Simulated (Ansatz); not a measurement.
`CB1CN1[SiH3]`. The species carries charge 0 and has multiplicity 1. The structure was optimised at the PBE0-D4/def2-TZVP level.

```xyz
13

C     0.804   -0.667   -1.993
B     0.610   -0.380   -0.486
C     1.036   -0.422    0.994
N    -0.226    0.174    0.442
Si   -1.579    0.969    1.132
H     1.730   -0.205   -2.348
H     0.922   -1.743   -2.158
H    -0.022   -0.309   -2.610
H     0.902   -1.311    1.609
H     1.745    0.291    1.412
H    -2.524    1.333    0.046
H    -1.142    2.196    1.851
H    -2.256    0.075    2.109
```

**Question.** What is the dipole moment at B3LYP/def2-TZVPP? (Best estimate.)

**Answer.** Ansatz gave: 0.57 D, with components (0.25, -0.19, -0.48) D in this frame, pointing from negative to positive charge.

**Question.** And with PBE, r2SCAN, ωB97M-V? (Best estimate.)

**Answer.** Computed: PBE 0.51 D, r2SCAN 0.63 D, ωB97M-V 0.61 D.

**Question.** Give the Mulliken charges with B3LYP, ωB97M-V, r2SCAN in def2-TZVPP. (Estimate.)

**Answer.** Ansatz gave: 
```
atom  B3LYP  ωB97M-V  r2SCAN
  C1  -0.28    -0.31   -0.21
  B2   0.05     0.08    0.07
  C3  -0.24    -0.28   -0.17
  N4  -0.13    -0.19   -0.15
 Si5   0.32     0.24    0.35
  H6   0.10     0.11    0.07
  H7   0.10     0.11    0.07
  H8   0.10     0.12    0.07
  H9   0.10     0.11    0.07
 H10   0.10     0.11    0.07
 H11  -0.07    -0.03   -0.07
 H12  -0.07    -0.04   -0.08
 H13  -0.07    -0.04   -0.08
```

B3LYP here is the variant with VWN-RPA as its local correlation; programs differ in this.
